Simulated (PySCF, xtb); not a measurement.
S₃, SMILES [S]S[S-], charge -1, multiplicity 2.

Geometry optimised at B3LYP-D3(BJ)/def2-SVPD.

Computed with C-PCM-PBE0/def2-SVPD (PySCF).

The values are the electrostatic part of the solvation free energy, E(continuum) − E(gas) at the gas-phase geometry, in a cavity of scaled van der Waals radii (PySCF's table); cavitation and dispersion terms are not included.

```csv
solvent,ε,ΔG(elec) (kcal/mol)
water,78.36,-53.3
acetone,20.49,-51.3
n-hexane,1.88,-25.1
```

For comparison, GFN2-xTB/ALPB(water) (xtb, at the GFN2-xTB geometry, all terms of that model) gives -48.9 kcal/mol.
